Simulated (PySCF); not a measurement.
Ge$_{2}$H$_{6}$N, C$_{2}$H$_{8}$Ge$_{2}$, Ge$_{2}$H$_{5}$N, CH$_{7}$Ge$_{2}$ and others (calculated)

All values are calculated (PySCF 2.14.0). Calculation on a computer-drawn molecule: the log of a Hartree-Fock and frozen-core CCSD(T) single point meant for a local Hartree-Fock minimum, with one planted fault or none, to be diagnosed. Offsets are logged minus clean, where the clean run is the same molecule without the fault. The reference is restricted for singlets and unrestricted otherwise, and also for a bond in bohr or an excited solution. Adding or removing an electron swaps singlet and doublet. The excited solution moves the top pair (singlet) or top alpha electron (doublet) to the lowest empty orbital. Highest occupied and lowest empty are orbital energies over both spins, largest force is the largest gradient component, triples share is (T) over the correlation energy, the T1 limit is 0.02 restricted and 0.045 unrestricted, electrons count all cores, a negative frequency is imaginary (commonest isotopes), and the dipole is about the centre of nuclear charge; on germanium a core potential holds 10 electrons, which the energies leave out, and 3d is frozen in MP2 and coupled-cluster steps.

Common to all runs: meant basis and core potential on germanium cc-pVDZ-PP ECP10MDF; logged SCF converged yes; possible faults no fault, one electron removed, one electron added, multiplicity raised by two, geometry at a saddle point, SCF held on an excited solution, minimal basis STO-3G, one bond length entered in bohr, all coordinates scaled.

(1) Ge$_{2}$H$_{6}$N

Logged structure:
```xyz
9
Ge2H6N
Ge     0.6857    -0.4235     1.6180
N     -0.6589    -1.0369     0.7293
Ge    -0.7543    -1.8055    -1.0462
H      0.4672     0.1250     3.0052
H      2.0414    -0.4615     0.9631
H     -1.5439    -0.9879     1.2134
H      0.6917    -1.7440    -1.5099
H     -1.2772    -3.2133    -0.8398
H     -1.6901    -0.8979    -1.8198
```

* meant charge: 1
* meant multiplicity: 1
* meant basis: cc-pVDZ
* logged electrons: 77
* logged basis functions: 90
* logged spin squared: 0.7673
* logged highest occupied: -5.7707 eV
* logged lowest empty: 3.081 eV
* logged largest force: 0.053404 hartree/bohr
* logged T1 diagnostic: 0.014255
* logged D1 diagnostic: 0.057579
* logged triples share: 0.025865
* logged CC converged: yes
* logged dipole magnitude: 1.9526 debye
* logged SCF stable within its kind: yes
* logged energy HF: -644.63019 hartree
* logged energy CCSD(T): -645.04625 hartree
* planted fault: one electron added
* HF energy offset from clean run: -115.4 kcal/mol
* CCSD(T) energy offset from clean run: -119.7 kcal/mol

Drawn bonds:
```csv
atom,other atom,order
1,2,1
2,3,1
1,4,1
1,5,1
2,6,1
3,7,1
3,8,1
3,9,1
```

(2) Ge$_{2}$H$_{6}$N

Structure as in entry 1.

- meant charge: 1
- meant multiplicity: 1
- meant basis: cc-pVDZ
- logged electrons: 75
- logged basis functions: 90
- logged spin squared: 0.7624
- logged highest occupied: -22.394 eV
- logged lowest empty: -13.061 eV
- logged largest force: 0.093024 hartree/bohr
- logged T1 diagnostic: 0.053231
- logged D1 diagnostic: 0.30072
- logged triples share: 0.02596
- logged CC converged: yes
- logged dipole magnitude: 5.2514 debye
- logged SCF stable within its kind: yes
- logged energy HF: -643.91771 hartree
- logged energy CCSD(T): -644.28201 hartree
- planted fault: one electron removed
- HF energy offset from clean run: 331.7 kcal/mol
- CCSD(T) energy offset from clean run: 359.8 kcal/mol

Drawn bonds:
```csv
atom,other atom,order
1,2,1
2,3,1
1,4,1
1,5,1
2,6,1
3,7,1
3,8,1
3,9,1
```

Notes: T1 above single-reference limit.

(3) C$_{2}$H$_{8}$Ge$_{2}$

Logged structure:
```xyz
12
C2H8Ge2
Ge     1.8349    -0.3069     1.5062
C      1.6125     0.3501     0.0433
C      0.4273     0.5413    -0.6251
Ge     0.2742    -0.5309    -2.0793
H      3.1031    -0.4714     2.0440
H      0.7848    -0.7587     2.2966
H      2.4338     0.6384    -0.4363
H     -0.3639     0.3656    -0.0403
H      0.3498     1.4867    -0.9466
H     -0.8711    -0.1877    -2.8206
H      1.4027    -0.3854    -2.9019
H      0.1735    -1.8702    -1.6745
```

- meant charge: 0
- meant multiplicity: 1
- meant basis: cc-pVDZ
- logged electrons: 84
- logged basis functions: 114
- logged spin squared: 0
- logged highest occupied: -7.8746 eV
- logged lowest empty: 2.7308 eV
- logged largest force: 0.079937 hartree/bohr
- logged T1 diagnostic: 0.010191
- logged D1 diagnostic: 0.029757
- logged triples share: 0.029602
- logged CC converged: yes
- logged dipole magnitude: 0.72984 debye
- logged SCF stable within its kind: yes
- logged energy HF: -666.96558 hartree
- logged energy CCSD(T): -667.5122 hartree
- planted fault: all coordinates scaled, by -8.5 %
- HF energy offset from clean run: 63.47 kcal/mol
- CCSD(T) energy offset from clean run: 74.45 kcal/mol

Drawn bonds:
```csv
atom,other atom,order
1,2,2
2,3,1
3,4,1
1,5,1
1,6,1
2,7,1
3,8,1
3,9,1
4,10,1
4,11,1
4,12,1
```

(4) Ge$_{2}$H$_{5}$N

Logged structure:
```xyz
8
Ge2H5N
Ge     0.0247     1.6458    -0.1510
N      0.8183     2.2371     1.1975
Ge     1.6821     1.3070     2.5178
H     -0.1383     0.1784    -0.5545
H     -0.6327     2.6051    -1.1323
H      1.6359    -0.2206     2.2993
H      3.1507     1.7465     2.5591
H      1.0224     1.6241     3.8653
```

- meant charge: 0
- meant multiplicity: 1
- meant basis: cc-pVDZ
- logged electrons: 76
- logged basis functions: 85
- logged spin squared: 0
- logged highest occupied: -9.8028 eV
- logged lowest empty: 1.396 eV
- logged largest force: 3.828e-06 hartree/bohr
- logged lowest frequency: 116.64 cm⁻¹
- logged T1 diagnostic: 0.019448
- logged D1 diagnostic: 0.065616
- logged triples share: 0.035242
- logged CC converged: yes
- logged dipole magnitude: 3.119 debye
- logged SCF stable within its kind: yes
- logged energy HF: -644.04538 hartree
- logged energy CCSD(T): -644.46781 hartree
- planted fault: no fault
- HF energy offset from clean run: 0 kcal/mol
- CCSD(T) energy offset from clean run: 0 kcal/mol

Drawn bonds:
```csv
atom,other atom,order
1,2,2
2,3,1
1,4,1
1,5,1
3,6,1
3,7,1
3,8,1
```

(5) CH$_{7}$Ge$_{2}$

Logged structure:
```xyz
10
CH7Ge2
Ge     1.2137    -1.2207     0.2008
C     -0.1830     0.1720     0.2942
Ge    -2.0080    -0.4076    -0.1543
H      2.6008    -0.6308     0.5096
H      0.9123    -2.3707     1.1766
H      0.0993     0.9850    -0.3794
H     -0.1872     0.5779     1.3108
H     -2.0628    -0.9139    -1.6009
H     -2.9840     0.7666    -0.0047
H     -2.4505    -1.5393     0.7813
```

* meant charge: 0
* meant multiplicity: 2
* meant basis: cc-pVDZ
* logged electrons: 77
* logged basis functions: 95
* logged spin squared: 3.767
* logged highest occupied: -2.8827 eV
* logged lowest empty: -2.4458 eV
* logged largest force: 0.12457 hartree/bohr
* logged T1 diagnostic: 0.041741
* logged D1 diagnostic: 0.18728
* logged triples share: 0.032138
* logged CC converged: yes
* logged dipole magnitude: 3.317 debye
* logged SCF stable within its kind: yes
* logged energy HF: -628.37619 hartree
* logged energy CCSD(T): -628.77235 hartree
* planted fault: multiplicity raised by two
* HF energy offset from clean run: 173.2 kcal/mol
* CCSD(T) energy offset from clean run: 173.7 kcal/mol

Drawn bonds:
```csv
atom,other atom,order
1,2,1
2,3,1
1,4,1
1,5,1
2,6,1
2,7,1
3,8,1
3,9,1
3,10,1
```

(6) Ge$_{2}$H$_{6}$N

Logged structure:
```xyz
9
Ge2H6N
Ge     1.9384     0.6746     2.2955
N      0.7405     0.4657     0.6792
Ge    -0.0188     1.9157    -0.5129
H      1.3685     1.9974     3.1837
H      1.8381    -0.7513     3.2068
H      0.8087    -0.5280     0.1989
H     -0.1877     3.2933     0.4340
H     -1.5142     1.4090    -1.0975
H      0.9890     2.2538    -1.8239
```

- meant charge: 0
- meant multiplicity: 2
- meant basis: cc-pVDZ
- logged electrons: 77
- logged basis functions: 90
- logged spin squared: 0.7687
- logged highest occupied: -8.6255 eV
- logged lowest empty: 0.90998 eV
- logged largest force: 0.063014 hartree/bohr
- logged T1 diagnostic: 0.022147
- logged D1 diagnostic: 0.10562
- logged triples share: 0.032356
- logged CC converged: yes
- logged dipole magnitude: 0.7955 debye
- logged SCF stable within its kind: yes
- logged energy HF: -644.60513 hartree
- logged energy CCSD(T): -645.03839 hartree
- planted fault: all coordinates scaled, by +9.9 %
- HF energy offset from clean run: 39.31 kcal/mol
- CCSD(T) energy offset from clean run: 27.74 kcal/mol

Drawn bonds:
```csv
atom,other atom,order
1,2,1
2,3,1
1,4,1
1,5,1
2,6,1
3,7,1
3,8,1
3,9,1
```

(7) Ge$_{2}$H$_{6}$N

Logged structure:
```xyz
9
Ge2H6N
Ge     1.7638     0.6138     2.0887
N      0.6738     0.4237     0.6180
Ge    -0.0172     1.7431    -0.4667
H      1.2452     1.8175     2.8969
H      1.6725    -0.6837     2.9180
H      0.7358    -0.4804     0.1810
H     -0.1707     2.9966     0.3949
H     -1.3778     1.2821    -0.9987
H      0.8999     2.0508    -1.6596
```

* meant charge: 0
* meant multiplicity: 2
* meant basis: cc-pVDZ
* logged electrons: 76
* logged basis functions: 90
* logged spin squared: 0
* logged highest occupied: -15.96 eV
* logged lowest empty: -6.3706 eV
* logged largest force: 0.08611 hartree/bohr
* logged T1 diagnostic: 0.028015
* logged D1 diagnostic: 0.11188
* logged triples share: 0.034245
* logged CC converged: yes
* logged dipole magnitude: 5.1148 debye
* logged SCF stable within its kind: yes
* logged energy HF: -644.39899 hartree
* logged energy CCSD(T): -644.82258 hartree
* planted fault: one electron removed
* HF energy offset from clean run: 168.7 kcal/mol
* CCSD(T) energy offset from clean run: 163.2 kcal/mol

Drawn bonds:
```csv
atom,other atom,order
1,2,1
2,3,1
1,4,1
1,5,1
2,6,1
3,7,1
3,8,1
3,9,1
```

Notes: T1 above single-reference limit.

(8) BGe$_{2}$H$_{7}$O

Logged structure:
```xyz
11
BGe2H7O
Ge    -0.6560     2.5000    -1.6810
B      0.7485     1.5952    -0.2393
O      0.4476     0.5615     0.6505
Ge    -1.0919    -0.4520     1.0284
H     -0.1036     2.3408    -3.1800
H     -0.8107     4.0737    -1.4034
H     -2.1351     1.8670    -1.6522
H      1.9232     2.0531    -0.2195
H     -2.2309     0.5477     1.5158
H     -1.5097    -1.2248    -0.2992
H     -0.6356    -1.4455     2.1801
```

* meant charge: 0
* meant multiplicity: 1
* meant basis: cc-pVDZ
* logged electrons: 84
* logged basis functions: 109
* logged spin squared: 0
* logged highest occupied: -9.8886 eV
* logged lowest empty: 2.5263 eV
* logged largest force: 0.02384 hartree/bohr
* logged T1 diagnostic: 0.016518
* logged D1 diagnostic: 0.059494
* logged triples share: 0.027551
* logged CC converged: yes
* logged dipole magnitude: 2.4878 debye
* logged SCF stable within its kind: yes
* logged energy HF: -690.39384 hartree
* logged energy CCSD(T): -690.94201 hartree
* planted fault: all coordinates scaled, by +4.4 %
* HF energy offset from clean run: 11.13 kcal/mol
* CCSD(T) energy offset from clean run: 6.044 kcal/mol

Drawn bonds:
```csv
atom,other atom,order
1,2,1
2,3,1
3,4,1
1,5,1
1,6,1
1,7,1
2,8,1
4,9,1
4,10,1
4,11,1
```

(9) BGe$_{2}$H$_{9}$Si

Logged structure:
```xyz
13
BGe2H9Si
Ge    -1.2885    -2.4442    -1.1120
B     -0.8358    -0.4117    -1.3012
Si    -1.2218     0.9944     0.1117
Ge     0.7458     1.1838     1.5064
H     -1.6516    -2.8548     0.3216
H     -2.5019    -2.7455    -2.0077
H     -0.1256    -3.3297    -1.5815
H     -0.2794    -0.0744    -2.3103
H     -1.4975     2.3319    -0.4720
H     -2.3631     0.6250     0.9867
H      0.5072     2.2079     2.6215
H      1.9553     1.6373     0.6792
H      1.0881    -0.1654     2.1517
```

- meant charge: 0
- meant multiplicity: 1
- meant basis: cc-pV(D+d)Z
- logged electrons: 92
- logged basis functions: 128
- logged spin squared: 0
- logged highest occupied: -5.7049 eV
- logged lowest empty: -3.3797 eV
- logged largest force: 0.058463 hartree/bohr
- logged CC converged: no
- logged dipole magnitude: 1.6869 debye
- logged SCF stable within its kind: no
- logged energy HF: -905.24685 hartree
- planted fault: SCF held on an excited solution
- HF energy offset from clean run: 202.4 kcal/mol

Drawn bonds:
```csv
atom,other atom,order
1,2,1
2,3,1
3,4,1
1,5,1
1,6,1
1,7,1
2,8,1
3,9,1
3,10,1
4,11,1
4,12,1
4,13,1
```

Notes: CCSD not converged.

(10) BGe$_{2}$H$_{9}$Si

Structure as in entry 9.

- meant charge: 0
- meant multiplicity: 1
- meant basis: cc-pV(D+d)Z
- logged electrons: 92
- logged basis functions: 128
- logged spin squared: 2.0255
- logged highest occupied: -7.5498 eV
- logged lowest empty: -1.9114 eV
- logged largest force: 0.030198 hartree/bohr
- logged T1 diagnostic: 0.016518
- logged D1 diagnostic: 0.070531
- logged triples share: 0.028445
- logged CC converged: yes
- logged dipole magnitude: 0.63856 debye
- logged SCF stable within its kind: yes
- logged energy HF: -905.46725 hartree
- logged energy CCSD(T): -905.94195 hartree
- planted fault: multiplicity raised by two
- HF energy offset from clean run: 64.12 kcal/mol
- CCSD(T) energy offset from clean run: 66.27 kcal/mol

Drawn bonds:
```csv
atom,other atom,order
1,2,1
2,3,1
3,4,1
1,5,1
1,6,1
1,7,1
2,8,1
3,9,1
3,10,1
4,11,1
4,12,1
4,13,1
```
